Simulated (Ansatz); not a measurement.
`[GeH3][SiH2][GeH2][SiH2][GeH2][GeH3]` + H–F → `F[SiH2][GeH3]` + `[GeH3][SiH2][GeH2][GeH3]`  (cleavage of the Si–Ge bond)

Program: Ansatz. Geometries: PBE0-D4/def2-TZVP. ΔE: electronic, gas phase. CCSD(T)/CBS is the MP2 limit (def2-TZVPP, def2-QZVPP) plus CCSD(T) − MP2 in def2-TZVPP, frozen cores. This one scheme is used for every species. Functionals use def2-TZVPP. For Ge outer-core shells are correlated without core-valence functions, which leaves a few kJ/mol of doubt a bond. Scalar relativity is left out up to krypton. One conformer a species, not always the lowest.

```json
{"level": "LDA (SPW92)", "ΔE (kJ/mol)": "-72.7", "difference from CCSD(T)/CBS": "7.4"}
{"level": "r2SCAN-D4", "ΔE (kJ/mol)": "-87.9", "difference from CCSD(T)/CBS": "-7.8"}
{"level": "r2SCAN0-D4", "ΔE (kJ/mol)": "-84.9", "difference from CCSD(T)/CBS": "-4.8"}
{"level": "BHLYP-D4", "ΔE (kJ/mol)": "-91.5", "difference from CCSD(T)/CBS": "-11.4"}
{"level": "ωB97X-V", "ΔE (kJ/mol)": "-91.4", "difference from CCSD(T)/CBS": "-11.3"}
{"level": "ωB97M-V", "ΔE (kJ/mol)": "-89.9", "difference from CCSD(T)/CBS": "-9.8"}
{"level": "revPBE", "ΔE (kJ/mol)": "-92.0", "difference from CCSD(T)/CBS": "-11.9"}
{"level": "CCSD/def2-SVP", "ΔE (kJ/mol)": "-85.7", "difference from CCSD(T)/CBS": "-5.6"}
{"level": "CCSD(T)/def2-SVP", "ΔE (kJ/mol)": "-80.5", "difference from CCSD(T)/CBS": "-0.4"}
{"level": "MP2/def2-TZVPP", "ΔE (kJ/mol)": "-77.4", "difference from CCSD(T)/CBS": "2.7"}
{"level": "SCS-MP2/def2-TZVPP", "ΔE (kJ/mol)": "-91.5", "difference from CCSD(T)/CBS": "-11.4"}
{"level": "CCSD/def2-TZVPP", "ΔE (kJ/mol)": "-87.9", "difference from CCSD(T)/CBS": "-7.8"}
{"level": "MP2/def2-QZVPP", "ΔE (kJ/mol)": "-79.0", "difference from CCSD(T)/CBS": "1.1"}
{"level": "SCS-MP2/def2-QZVPP", "ΔE (kJ/mol)": "-93.5", "difference from CCSD(T)/CBS": "-13.4"}
{"level": "MP2/CBS(def2)", "ΔE (kJ/mol)": "-77.3", "difference from CCSD(T)/CBS": "2.8"}
{"level": "CCSD/CBS(def2)", "ΔE (kJ/mol)": "-87.8", "difference from CCSD(T)/CBS": "-7.7"}
{"level": "CCSD(T)/CBS", "ΔE (kJ/mol)": "-80.1", "difference from CCSD(T)/CBS": "0"}
```

Largest T1 diagnostic among the species: 0.012.

The D4 term adds +26.5 kJ/mol with B3LYP and +15.8 kJ/mol with PBE0; it sums over pairs of atoms, weighted by their polarisabilities, and B3LYP, whose exchange is more repulsive, gets the larger term. In def2-TZVPP, CCSD(T) changes the Hartree–Fock value by +54.0 kJ/mol (the triples alone add +7.7 kJ/mol) and MP2 by +56.8 kJ/mol. Leaving LDA and LC-ωPBE aside and taking each functional with its dispersion term where it has one, the values, not all of them listed here, spread over 36.6 kJ/mol, from B2PLYP to revPBE-D4. LDA lies +11.9 kJ/mol from PBE without D4.

B3LYP here is the variant with VWN-RPA as its local correlation; programs differ in this.
